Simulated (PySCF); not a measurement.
## Atomic charges against the basis set

C₅H₇B.
Cartesian coordinates in Å at the PBE0-D3(BJ)/def2-SVP level; atoms count from 1:
```
atom  x, y, z in Å
B1     2.093   -0.902    0.667
C2     1.217    0.144   -0.075
C3     1.844    1.144   -0.746
C4    -0.210    0.051   -0.045
C5    -1.419   -0.066    0.006
C6    -2.864   -0.199    0.067
H7     1.600   -1.819    1.278
H8     3.296   -0.782    0.621
H9     2.936    1.198   -0.756
H10    1.294    1.917   -1.294
H11   -3.352    0.312   -0.778
H12   -3.261    0.240    0.997
H13   -3.168   -1.257    0.045
```

PBE0 throughout (PySCF), one geometry, spherical d and f functions. Isolated species at its PBE0-D3(BJ)/def2-SVP geometry, gas phase. Atoms taken as equivalent share a column and are averaged. The first 7 of 10 kinds of atom are listed.

Mulliken charges (e):

| basis | functions | B1 | C2 | C3 | C4 | C5 | C6 | H7/H8 |
| --- | --- | --- | --- | --- | --- | --- | --- | --- |
| STO-3G | 37 | +0.164 | -0.110 | -0.117 | -0.060 | -0.044 | -0.249 | -0.046 |
| 6-31G | 68 | +0.178 | +0.046 | -0.315 | -0.185 | -0.135 | -0.497 | -0.031 |
| pcSseg-0 | 68 | +0.262 | -0.405 | -0.288 | -0.138 | -0.152 | -0.577 | +0.016 |
| 6-31G* | 98 | +0.042 | -0.034 | -0.371 | +0.057 | -0.056 | -0.644 | -0.007 |
| cc-pVDZ | 119 | +0.052 | -0.208 | +0.013 | +0.220 | -0.338 | -0.036 | -0.027 |
| def2-SVP | 119 | +0.073 | -0.131 | -0.016 | -0.038 | -0.187 | +0.007 | -0.027 |
| aug-cc-pVDZ | 201 | -1.410 | +0.627 | +0.663 | +0.088 | -0.575 | +0.238 | +0.611 |
| 6-311+G(2d,p) | 204 | -0.130 | +0.558 | -0.429 | -0.590 | +0.643 | -0.872 | +0.007 |
| def2-TZVP | 228 | -0.043 | -0.140 | -0.207 | +0.018 | +0.032 | -0.453 | +0.014 |
| cc-pVTZ | 278 | -0.029 | -0.113 | -0.197 | -0.012 | +0.015 | -0.306 | +0.009 |
| IGLO-III | 280 | +0.175 | -0.107 | -0.205 | -0.059 | -0.029 | -0.331 | -0.053 |
| pcSseg-2 | 314 | +0.368 | -0.370 | -0.031 | +0.007 | -0.113 | -0.019 | -0.080 |

IAO charges (e):

```json
{"basis": "STO-3G", "functions": "37", "B1": "+0.084", "C2": "-0.173", "C3": "-0.181", "C4": "-0.044", "C5": "-0.026", "C6": "-0.415", "H7/H8": "+0.001"}
{"basis": "6-31G", "functions": "68", "B1": "+0.033", "C2": "-0.131", "C3": "-0.221", "C4": "-0.066", "C5": "-0.036", "C6": "-0.447", "H7/H8": "+0.011"}
{"basis": "pcSseg-0", "functions": "68", "B1": "+0.028", "C2": "-0.138", "C3": "-0.199", "C4": "-0.063", "C5": "-0.040", "C6": "-0.439", "H7/H8": "+0.011"}
{"basis": "6-31G*", "functions": "98", "B1": "+0.051", "C2": "-0.140", "C3": "-0.205", "C4": "-0.065", "C5": "-0.038", "C6": "-0.428", "H7/H8": "+0.005"}
{"basis": "cc-pVDZ", "functions": "119", "B1": "+0.035", "C2": "-0.133", "C3": "-0.208", "C4": "-0.068", "C5": "-0.039", "C6": "-0.429", "H7/H8": "+0.010"}
{"basis": "def2-SVP", "functions": "119", "B1": "+0.043", "C2": "-0.137", "C3": "-0.198", "C4": "-0.064", "C5": "-0.037", "C6": "-0.420", "H7/H8": "+0.006"}
{"basis": "aug-cc-pVDZ", "functions": "201", "B1": "+0.036", "C2": "-0.132", "C3": "-0.217", "C4": "-0.070", "C5": "-0.043", "C6": "-0.436", "H7/H8": "+0.011"}
{"basis": "6-311+G(2d,p)", "functions": "204", "B1": "+0.038", "C2": "-0.135", "C3": "-0.216", "C4": "-0.069", "C5": "-0.043", "C6": "-0.439", "H7/H8": "+0.010"}
{"basis": "def2-TZVP", "functions": "228", "B1": "+0.038", "C2": "-0.134", "C3": "-0.216", "C4": "-0.068", "C5": "-0.043", "C6": "-0.438", "H7/H8": "+0.010"}
{"basis": "cc-pVTZ", "functions": "278", "B1": "+0.037", "C2": "-0.134", "C3": "-0.217", "C4": "-0.068", "C5": "-0.043", "C6": "-0.440", "H7/H8": "+0.010"}
{"basis": "IGLO-III", "functions": "280", "B1": "+0.037", "C2": "-0.135", "C3": "-0.218", "C4": "-0.069", "C5": "-0.043", "C6": "-0.440", "H7/H8": "+0.011"}
{"basis": "pcSseg-2", "functions": "314", "B1": "+0.039", "C2": "-0.135", "C3": "-0.216", "C4": "-0.068", "C5": "-0.043", "C6": "-0.439", "H7/H8": "+0.010"}
```

Hirshfeld charges (e):

```tsv
basis	functions	B1	C2	C3	C4	C5	C6	H7/H8
STO-3G	37	+0.163	-0.032	-0.002	-0.083	-0.070	-0.003	-0.070
6-31G	68	+0.135	-0.046	-0.036	-0.079	-0.057	-0.074	-0.059
pcSseg-0	68	+0.135	-0.049	-0.029	-0.075	-0.052	-0.079	-0.062
6-31G*	98	+0.138	-0.049	-0.034	-0.078	-0.059	-0.075	-0.060
cc-pVDZ	119	+0.136	-0.056	-0.033	-0.072	-0.051	-0.087	-0.061
def2-SVP	119	+0.137	-0.058	-0.035	-0.069	-0.048	-0.092	-0.061
aug-cc-pVDZ	201	+0.141	-0.068	-0.044	-0.070	-0.046	-0.103	-0.057
6-311+G(2d,p)	204	+0.146	-0.072	-0.038	-0.073	-0.049	-0.095	-0.057
def2-TZVP	228	+0.141	-0.066	-0.040	-0.071	-0.048	-0.098	-0.057
cc-pVTZ	278	+0.139	-0.063	-0.040	-0.070	-0.047	-0.099	-0.058
IGLO-III	280	+0.141	-0.067	-0.043	-0.071	-0.046	-0.102	-0.056
pcSseg-2	314	+0.141	-0.067	-0.044	-0.069	-0.045	-0.104	-0.057
```

ESP-fitted charges (e):

```json
{"basis": "STO-3G", "functions": "37", "B1": "+0.109", "C2": "+0.417", "C3": "-0.377", "C4": "-0.480", "C5": "+0.260", "C6": "-0.549", "H7/H8": "-0.086"}
{"basis": "6-31G", "functions": "68", "B1": "+0.191", "C2": "+0.321", "C3": "-0.455", "C4": "-0.451", "C5": "+0.229", "C6": "-0.544", "H7/H8": "-0.105"}
{"basis": "pcSseg-0", "functions": "68", "B1": "+0.215", "C2": "+0.302", "C3": "-0.471", "C4": "-0.473", "C5": "+0.262", "C6": "-0.656", "H7/H8": "-0.107"}
{"basis": "6-31G*", "functions": "98", "B1": "+0.156", "C2": "+0.391", "C3": "-0.481", "C4": "-0.512", "C5": "+0.272", "C6": "-0.583", "H7/H8": "-0.096"}
{"basis": "cc-pVDZ", "functions": "119", "B1": "+0.131", "C2": "+0.395", "C3": "-0.460", "C4": "-0.521", "C5": "+0.258", "C6": "-0.531", "H7/H8": "-0.086"}
{"basis": "def2-SVP", "functions": "119", "B1": "+0.132", "C2": "+0.402", "C3": "-0.461", "C4": "-0.526", "C5": "+0.259", "C6": "-0.522", "H7/H8": "-0.087"}
{"basis": "aug-cc-pVDZ", "functions": "201", "B1": "+0.150", "C2": "+0.414", "C3": "-0.513", "C4": "-0.541", "C5": "+0.290", "C6": "-0.588", "H7/H8": "-0.093"}
{"basis": "6-311+G(2d,p)", "functions": "204", "B1": "+0.143", "C2": "+0.418", "C3": "-0.526", "C4": "-0.538", "C5": "+0.290", "C6": "-0.613", "H7/H8": "-0.090"}
{"basis": "def2-TZVP", "functions": "228", "B1": "+0.136", "C2": "+0.438", "C3": "-0.529", "C4": "-0.548", "C5": "+0.294", "C6": "-0.610", "H7/H8": "-0.090"}
{"basis": "cc-pVTZ", "functions": "278", "B1": "+0.143", "C2": "+0.415", "C3": "-0.506", "C4": "-0.530", "C5": "+0.275", "C6": "-0.585", "H7/H8": "-0.091"}
{"basis": "IGLO-III", "functions": "280", "B1": "+0.144", "C2": "+0.418", "C3": "-0.518", "C4": "-0.535", "C5": "+0.279", "C6": "-0.585", "H7/H8": "-0.091"}
{"basis": "pcSseg-2", "functions": "314", "B1": "+0.144", "C2": "+0.428", "C3": "-0.526", "C4": "-0.542", "C5": "+0.287", "C6": "-0.596", "H7/H8": "-0.092"}
```

Some averages cover members that differ in this geometry, most widely: H7/H8, Mulliken in pcSseg-2 -0.095 to -0.065; H7/H8, Mulliken in cc-pVDZ -0.041 to -0.013; H7/H8, Mulliken in 6-31G -0.044 to -0.018; H7/H8, ESP-fitted in aug-cc-pVDZ -0.106 to -0.080 e.

Which scheme is steadiest as the basis changes?

Largest range over the bases for any column: IAO 0.06 e, Hirshfeld 0.10 e, ESP-fitted 0.15 e, Mulliken 1.78 e. IAO charges move least and Mulliken charges most, counted in e. Without the minimal STO-3G basis the ranges are IAO 0.03, Hirshfeld 0.03, ESP-fitted 0.14, Mulliken 1.78 e.

How much do the charges still move between the two largest bases, IGLO-III and pcSseg-2?

At most, over all atoms: Mulliken 0.313 e, IAO 0.002 e, Hirshfeld 0.002 e, ESP-fitted 0.011 e.

What do the same runs give for the total energy, the frontier levels and the dipole moment?

```
        basis  energy (Eh)  HOMO (eV)  LUMO (eV)  μ (D)
       STO-3G    -216.5502      -5.05       0.41   1.14
        6-31G    -219.1592      -6.72      -1.89   1.40
     pcSseg-0    -218.7379      -7.04      -2.17   1.38
       6-31G*    -219.2038      -6.66      -1.88   1.36
      cc-pVDZ    -219.2203      -6.81      -2.07   1.38
     def2-SVP    -219.0500      -6.88      -2.12   1.36
  aug-cc-pVDZ    -219.2292      -6.92      -2.21   1.36
6-311+G(2d,p)    -219.2670      -6.94      -2.21   1.35
    def2-TZVP    -219.2841      -6.93      -2.19   1.36
      cc-pVTZ    -219.2802      -6.91      -2.17   1.38
     IGLO-III    -219.2894      -6.94      -2.21   1.35
     pcSseg-2    -219.2852      -6.94      -2.21   1.35
```

The dipole is fixed by the density alone, so its range of 0.26 D shows that the density itself changes with the basis, not only its division among atoms.
